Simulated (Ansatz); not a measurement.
Ansatz (a program for electronic structure) input (B3LYP/LANL2DZ): The .json file is the Basis Set Exchange's LANL2DZ.

Ansatz 0.2 input:
```yaml
crystal:
  periodic: [false, false, false]
  atoms:
    - {symbol: P, position_ang: [-0.00000000, 0.00000000, 0.00000000]}
    - {symbol: H, position_ang: [0.00762300, -0.00624800, 1.47869600]}
    - {symbol: H, position_ang: [-0.00762300, 0.00624800, -1.47869600]}
    - {symbol: H, position_ang: [1.42511300, 0.00614500, -0.00732100]}
    - {symbol: H, position_ang: [-0.71785200, 1.23111700, 0.00890200]}
    - {symbol: H, position_ang: [-0.70726200, -1.23726200, -0.00158200]}
basis:
  gaussian:
    orbitals: LANL2DZ.json
hamiltonian:
  xc: {name: B3LYP}
output: {forces: true}
```

Output:

```
Functional definition: B3LYP
integrals: 0.00 GiB planned
222 factors; integrals over basis functions are off by at most 3.5e-4 eV
mean field: 0.05 GiB planned
mean field evaluation 1: about -253.9734 eV, gradient 6.6e0 eV
mean field evaluation 2: about -254.1174 eV, gradient 2.7e0 eV
mean field evaluation 4: about -254.1503 eV, gradient 3.8e-2 eV
mean field evaluation 8: about -254.1160 eV, gradient 2.7e-4 eV
mean field -254.11602841 eV, -9.3385917979 hartree, gradient 4.9e-5 eV, S^2 0.000000; 0 other end points of the search recorded, 0 dependent functions left out
the calculation of the forces begins
reference -254.11619200 eV, -9.3385978099 hartree; 5, 5 occupied and 13, 13 virtual orbitals, 222 factors
Total energy: -254.11619200 eV, -9.3385978099 hartree
Atom 0 at    -0.000000     0.000000     0.000000 Å, force    -0.000038    -0.000000     0.000000 eV/Å
Atom 1 at     0.007623    -0.006248     1.478696 Å, force     0.004920    -0.004028     0.953216 eV/Å
Atom 2 at    -0.007623     0.006248    -1.478696 Å, force    -0.004908     0.004028    -0.953216 eV/Å
Atom 3 at     1.425113     0.006145    -0.007321 Å, force     0.745381     0.003214    -0.003829 eV/Å
Atom 4 at    -0.717852     1.231117     0.008902 Å, force    -0.375447     0.643904     0.004656 eV/Å
Atom 5 at    -0.707262    -1.237262    -0.001582 Å, force    -0.369909    -0.647118    -0.000827 eV/Å
Dipole moment:     0.000002     0.000000    -0.000000 e Å
```

The geometry given is a B3LYP-D3(BJ)/def2-TZVP minimum.
